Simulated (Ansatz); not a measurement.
Reaction (atomization): `OCN[SiH2]S` → C• + 7 H• + N• + O• + S• + Si•

Isolated molecules relaxed with PBE0-D4/def2-TZVP in Ansatz; ΔE leaves out vibrations. CBS: MP2 limit from def2 TZ/QZ plus the TZ coupled-cluster correction, frozen cores. This one scheme is used for every species, atoms too. No spin–orbit coupling; open shells (•) take unrestricted orbitals. Spin–orbit coupling would lower the free atoms: a little for C, O, S, Si. One conformer a species, not always the lowest.

`OCN[SiH2]S`:

Z-matrix (Å, degrees):
```
C
N 1 1.438
O 1 1.405 2 114.2
H 1 1.092 2 110.4 3 118.7
H 1 1.099 2 107.7 3 -123.8
Si 2 1.711 1 121.7 3 86.3
H 2 1.009 1 113.2 3 -64.1
H 3 0.965 1 107.4 2 -59.2
S 6 2.164 2 113.3 1 -50.1
H 6 1.483 2 110.9 1 67.3
H 6 1.481 2 106.9 1 -169.8
H 9 1.342 6 94.2 2 106.8
```

| species | SCS-MP2/def2-QZVPP energy (Eh) |
| --- | --- |
| `OCN[SiH2]S` | -858.89883 |
| C• | -37.76798 |
| H• | -0.49998 |
| N• | -54.50148 |
| O• | -74.97413 |
| S• | -397.64208 |
| Si• | -288.92213 |

Q: Work out ΔE.

A: ΔE = 7 × (-0.49998) + (-37.76798) + (-54.50148) + (-74.97413) + (-397.64208) + (-288.92213) − (-858.89883) = 1.59117 Eh = +43.30 eV. CCSD(T)/CBS gives +43.19 eV.

Largest T1 diagnostic among the species: 0.012.

In def2-TZVPP, CCSD(T) changes the Hartree–Fock value by +11.78 eV (the triples alone add +0.67 eV) and MP2 by +12.33 eV; breaking electron pairs costs correlation energy, which Hartree–Fock lacks. From PBE to PBE0 (25 % exact exchange), in def2-TZVPP and without D4, ΔE moves by −0.79 eV: exact exchange takes away binding that semilocal exchange gives to molecules. The D4 term adds +0.46 eV with B3LYP and +0.24 eV with PBE0; it sums over pairs of atoms, weighted by their polarisabilities, and B3LYP, whose exchange is more repulsive, gets the larger term.

B3LYP here is the variant with VWN-RPA as its local correlation; programs differ in this.

For atomizations the MP2-based limit and the directly extrapolated one differ by several kJ/mol either way, and by 10 to 25 for some Ge, Se and Sn compounds, so smaller differences from it don't rank the levels.
